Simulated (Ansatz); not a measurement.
```xyz
7

F    -0.132   -2.106    0.995
Sn    0.041   -0.450    0.077
F    -0.551   -0.887   -1.682
S     2.341    0.067    0.172
S    -1.481    1.186    0.844
H     2.116    1.321   -0.259
H    -2.335    0.869   -0.147
```

Charge 0, multiplicity 1. Sn takes the def2 core potential.

(1) List the PBE0/def2-TZVPP orbital energies in eV (the Gaussian-basis code of Ansatz). (Best estimate.)

## Answers

(1) Ansatz gave: Occupied: -2423.51, -2423.47, -673.31, -673.30, -218.84, -218.80, -162.66, -162.63, -162.61, -162.58, -162.47, -162.43, -141.83, -96.49, -96.47, -96.46, -32.80, -32.54, -30.30, -30.19, -30.18, -29.89, -29.31, -21.38, -21.00, -15.00, -12.68, -12.54, -12.24, -11.79, -11.64, -11.36, -11.22, -10.67, -9.67, -8.52, -8.50. Lowest empty: -2.47, -0.46, -0.20, 0.02, 0.48, 0.99, 2.87, 3.01.
